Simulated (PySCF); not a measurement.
H3Si2, SMILES [SiH][SiH2] (connectivity only; charge and spin as stated), neutral, multiplicity 2.

Geometry optimised at ωB97X-D3(BJ)/def2-TZVP. The isomer is the one that the SMILES or the coordinates give; other isomers of the formula were not compared.

Level of theory: ωB97X-D3(BJ)/def2-TZVP in PySCF.

Frequencies are harmonic and unscaled.

Computed normal modes with their intensities:
```tsv
mode	ν (cm⁻¹)	IR (km/mol)	moving atoms (share of kinetic energy)
1	168	2.3	H 93 %
2	408	13.5	H 95 %
3	422	4.1	H 92 %, Si 8 %
4	492	11.4	Si 92 %
5	724	42.8	H 86 %, Si 14 %
6	979	84.5	H 95 %
7	2072	171.5	H 97 %
8	2230	107.1	H 97 %
9	2243	112.3	H 96 %
```
